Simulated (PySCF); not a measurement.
Correlation energy of Zr²⁺ (zirconium, charge +2)

[Kr] 4d2, high-spin 3F determinant. Computed with PySCF 2.14 in x2c-TZVPPall with one added diffuse shell each of s, p, d, f type (9s7p7d3f1g, 95 functions), with scalar relativity by spin-free X2C-1e. Frozen: [Kr]; 2 electrons correlated.

With two correlated electrons CCSD is exact within the correlated space (frozen core and kept virtual orbitals).

```csv
level,correlation energy (mhartree)
CCSD,-4.67
```

Diagnostics: T1 = 0.0012, D1 = 0.0017, largest double amplitude 0.013.

Cost of the coupled-cluster step: roughly 8 core-seconds, for 2 correlated electrons.
